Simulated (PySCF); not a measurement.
Bromine: a sound run and one with changed settings

Sound run: Br [Ar] 3d10 4s2 4p5, Br⁺ [Ar] 3d10 4s2 4p4. All numbers are calculated (PySCF 2.14, scalar relativity through the core potential, in cc-pVTZ-PP with ECP10MDF (5s4p3d1f, 39 functions)). The sound run starts from symmetry-adapted Hartree-Fock orbitals and uses a fine grid where one is needed.

Changed run: radial step 0.8 in ln r (0.13 in the sound run). This setting is unsound on purpose.

| species | method | sound run (hartree) | changed run (hartree) | converged |
| --- | --- | --- | --- | --- |
| Br | UHF | -415.49139 | -415.49139 | yes |
| Br | TPSS | -416.72719 | -416.84669 | yes |
| Br | M06-2X | -416.99019 | -417.47397 | yes |
| Br⁺ | UHF | -415.09668 | -415.09668 | yes |
| Br⁺ | TPSS | -416.29380 | -416.42140 | yes |
| Br⁺ | M06-2X | -416.56233 | -417.04011 | yes |

Ionisation energy of Br:

```json
{"method": "UHF", "sound run (eV)": "10.741", "changed run (eV)": "10.741"}
{"method": "TPSS", "sound run (eV)": "11.793", "changed run (eV)": "11.573"}
{"method": "M06-2X", "sound run (eV)": "11.643", "changed run (eV)": "11.806"}
```

A coarse radial grid mis-integrates the density and the exchange-correlation energy, with errors of either sign; Hartree-Fock needs no grid.

For comparison, NIST gives 11.814 eV between the lowest levels.
